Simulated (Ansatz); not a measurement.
Basis-set extrapolation for `CS[SiH2]N` (PBE0-D4/def2-TZVP geometry, frozen core, Ansatz). Multiplicity 1, RHF reference.

|  | def2-TZVPP | def2-QZVPP |
| --- | --- | --- |
| HF | -782.977835 | -783.003312 |
| MP2 correlation | -0.696955 | -0.749704 |
| CCSD(T) correlation | -0.778204 | not run |

Energies in hartree. Use E(X) = E(∞) + A·exp(−7.88·√X) for Hartree–Fock and E(X) = E(∞) + B·X^(−2.97) for correlation, with X = 3 and 4, and add CCSD(T) minus MP2 of the smaller set to the MP2 limit.

What is the CCSD(T) energy at the basis-set limit?

HF limit: -783.003312 + (-0.025477) × 0.13774 = -783.00682. MP2 limit: -0.749704 + (-0.052749) × 0.74074 = -0.78878. Higher-order term: -0.778204 − (-0.696955) = -0.08125. Total: -783.87685 hartree, 317.2 kJ/mol below CCSD(T)/def2-TZVPP.
